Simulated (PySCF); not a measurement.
## Correlation energy of Ca (calcium, neutral)

[Ar] 4s2, closed-shell 1S. Calculation: PySCF 2.14, in def2-TZVP; no relativity, point nucleus. Frozen: [Ar]; 2 electrons correlated.

Total MP2 correlation energy: -18.52 mhartree.

Same-spin part 0.00 and opposite-spin part -18.52 mhartree; SCS-MP2 scales them by 1/3 and 6/5 to -22.22 mhartree.

With two correlated electrons CCSD is exact within the correlated space (frozen core and kept virtual orbitals).

```
level  correlation energy (mhartree)
 CCSD                         -28.35
```

Diagnostics: T1 = 0.013, D1 = 0.0185, largest double amplitude 0.125.

Is a single reference adequate?

Mostly. T1 lies below 0.03, but a double amplitude of this size points to a near-degeneracy that CCSD handles and MP2 describes poorly.
